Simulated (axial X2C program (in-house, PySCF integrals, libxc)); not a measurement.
**Spin–orbit effects down a group: molecules with Sr (ions), CCSD**

Calculated with an axial X2C code built on PySCF integrals, spin-free (one-electron X2C) or two-component (2c: spin–orbit coupling with atomic mean-field Coulomb and Gaunt terms, which also bring small scalar terms), in Dyall basis sets with cores contracted in-house; open shells are unrestricted.

Basis sets: Br dyall-cv3z, Cl dyall-av3z, F dyall-av3z, I dyall-cv3z, Sr dyall-cv3z. Frozen shells (counts by l): SrF⁺ Sr 4s3p1d, F 1s, 8 electrons correlated; SrCl⁺ Sr 4s3p1d, Cl 2s1p, 8 electrons correlated; SrBr⁺ Sr 4s3p1d, Br 3s2p1d, 8 electrons correlated; SrI⁺ I 4s3p2d, Sr 4s3p1d, 8 electrons correlated. Coupled cluster in natural virtuals with an MP2 remainder. Where the outer core of a metal is frozen, bonds come out longer and ionisation energies lower.

| molecule | spin-free state | Re (Å) | ωe (cm⁻¹) | De (eV) | 2c state | Re 2c (Å) | ωe 2c (cm⁻¹) | De 2c (eV) |
| --- | --- | --- | --- | --- | --- | --- | --- | --- |
| SrF⁺ | M_S = 0, Λ = 0 | 2.038 | 561.1 | 5.65 | Ω = 0 | 2.038 | 561.1 | 5.64 |
| SrCl⁺ | M_S = 0, Λ = 0 | 2.523 | 350.3 | 4.20 | Ω = 0 | 2.523 | 350.3 | 4.18 |
| SrBr⁺ | M_S = 0, Λ = 0 | 2.675 | 254.8 | 3.66 | Ω = 0 | 2.676 | 254.6 | 3.52 |
| SrI⁺ | M_S = 0, Λ = 0 | 2.905 | 207.4 | 3.06 | Ω = 0 | 2.908 | 206.5 | 2.77 |

Work out the shifts from the spin-free to the two-component result.



| molecule | 2c state | ΔRe (Å) | Δωe (cm⁻¹) | ΔDe (eV) |
| --- | --- | --- | --- | --- |
| SrF⁺ | Ω = 0 | 0.000 | 0.0 | -0.01 |
| SrCl⁺ | Ω = 0 | 0.000 | 0.0 | -0.02 |
| SrBr⁺ | Ω = 0 | 0.001 | -0.2 | -0.14 |
| SrI⁺ | Ω = 0 | 0.003 | noise | -0.29 |

Shifts of one unit in the last digit are rounding. Where the truncated virtual spaces of the two runs make Δωe unreliable it is marked noise.

Fragments in 2c: Sr+ + F, Sr+ + Cl, Sr+ + Br, I + Sr+. Each entry is the lowest single determinant of a limited PBE0 search at one distance. De goes to single-determinant-based atoms at the same level (for ions the charge split of lowest energy) and is withheld (n/a) where an atom does not fit its ground term or J level. Main or longest-lived isotopes.
